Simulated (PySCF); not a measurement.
## Partial charges of `CCC[Si@@H]1CC[C@@H]1OC=O`

Compound: C₇H₁₄O₂Si.
Cartesian coordinates in Å at the GFN2-xTB level; atoms count from 1:
```xyz
24
C7H14O2Si angstrom
C      2.9435    0.9896   -0.3010
C      1.4784    0.5725   -0.3564
C      1.2389   -0.7392    0.3912
Si    -0.5704   -1.3313    0.3959
C     -1.2619   -1.3746   -1.4091
C     -2.0454   -0.0671   -1.1807
C     -2.0274   -0.0642    0.3487
O     -1.8116    1.2175    0.9541
C     -1.0591    1.1829    2.0173
O     -0.5546    0.2018    2.5020
H      3.5734    0.2280   -0.7558
H      3.2612    1.1234    0.7309
H      3.0972    1.9262   -0.8329
H      1.1773    0.4642   -1.4005
H      0.8678    1.3643    0.0846
H      1.8571   -1.5175   -0.0599
H      1.5800   -0.6273    1.4198
H     -0.8145   -2.4746    1.2700
H     -1.9385   -2.2057   -1.5933
H     -0.5707   -1.3312   -2.2469
H     -1.4941    0.7939   -1.5554
H     -3.0438   -0.0517   -1.6158
H     -2.9593   -0.4548    0.7642
H     -0.9352    2.1945    2.4366
```

Density: PBE0/pcSseg-1 (PySCF); schemes: Mulliken, IAO, Hirshfeld and ESP-fitted. The structure is a single GFN2-xTB conformer in the gas phase; no vibrational or solvent corrections.

Q: For which atoms does the sign change between the 4 schemes (beyond +0.03 e in one, beyond −0.03 e in another)?

A: C2 and C7. Atomic charges aren't observables, and each scheme defines them in its own way.

Q: At which atom do the 4 schemes differ most?

A: At Si4: from +0.350 (Hirshfeld) to +0.909 e (Mulliken), 0.559 e apart.

Q: Which atoms carry the lowest charge in the Mulliken, IAO, Hirshfeld and ESP-fitted schemes?

A: The schemes don't all agree: Mulliken C3 (-0.553); IAO C5 (-0.559); Hirshfeld O10 (-0.215); ESP-fitted C1 (-0.570).

Q: What partial charge does each atom carry?

A: In e:

```
atom                  environment  Mulliken     IAO  Hirshfeld  ESP-fitted
  C1                methyl carbon    -0.239  -0.413     -0.117      -0.570
  C2             chain CH2 carbon    -0.326  -0.234     -0.065      +0.205
  C3  sp3 carbon bound to silicon    -0.553  -0.528     -0.160      -0.291
 Si4                  SiH silicon    +0.909  +0.884     +0.350      +0.391
  C5  sp3 carbon bound to silicon    -0.544  -0.559     -0.173      -0.493
  C6    four-membered-ring carbon    -0.173  -0.261     -0.080      -0.031
  C7   sp3 carbon bound to oxygen    -0.259  -0.207     -0.046      +0.171
  O8   ester single-bonded oxygen    -0.402  -0.309     -0.089      -0.468
  C9        ester carbonyl carbon    +0.446  +0.399     +0.183      +0.634
 O10        ester carbonyl oxygen    -0.443  -0.454     -0.215      -0.535
 H11              methyl hydrogen    +0.107  +0.136     +0.039      +0.141
 H12              methyl hydrogen    +0.109  +0.137     +0.040      +0.145
 H13              methyl hydrogen    +0.112  +0.139     +0.040      +0.134
 H14           methylene hydrogen    +0.128  +0.127     +0.036      +0.038
 H15           methylene hydrogen    +0.127  +0.121     +0.026      +0.006
 H16           methylene hydrogen    +0.136  +0.141     +0.038      +0.083
 H17           methylene hydrogen    +0.152  +0.153     +0.032      +0.104
 H18                Si–H hydrogen    -0.057  -0.118     -0.078      -0.100
 H19           methylene hydrogen    +0.133  +0.143     +0.031      +0.121
 H20           methylene hydrogen    +0.133  +0.139     +0.030      +0.125
 H21           methylene hydrogen    +0.125  +0.145     +0.039      +0.038
 H22           methylene hydrogen    +0.129  +0.138     +0.038      +0.047
 H23             methine hydrogen    +0.137  +0.147     +0.040      +0.068
 H24              formyl hydrogen    +0.111  +0.134     +0.064      +0.036
```

Mean size of the charges over all atoms: IAO 0.257 e, Mulliken 0.250 e, ESP-fitted 0.207 e, Hirshfeld 0.085 e. Each set sums to the total charge, 0, to within 0.001 e. The ESP scheme fits charges at the nuclei, held to the total charge, to the electrostatic potential on points at 1.4 to 2.0 times the van der Waals radii. The IAO scheme counts the electrons in orthogonalised intrinsic atomic orbitals, a minimal basis polarised so that it spans the occupied orbitals exactly.

Q: How closely do the schemes follow one another over all atoms?

A: Correlation coefficient and root-mean-square difference: Mulliken with IAO 0.99, 0.054 e; IAO with Hirshfeld 0.98, 0.208 e; Mulliken with Hirshfeld 0.97, 0.211 e; Hirshfeld with ESP-fitted 0.82, 0.200 e; IAO with ESP-fitted 0.81, 0.190 e; Mulliken with ESP-fitted 0.77, 0.208 e.

Q: How many electrons does the Hirshfeld scheme count on C1?

A: Z − q = 6 − (-0.117) ≈ 6.116.

Q: Sum the charges by element, for elements with more than one atom.

A: 
```tsv
element	atoms	Mulliken	IAO	Hirshfeld	ESP-fitted
C	7	-1.648	-1.804	-0.459	-0.375
O	2	-0.844	-0.763	-0.304	-1.003
H	14	+1.584	+1.683	+0.413	+0.988
```
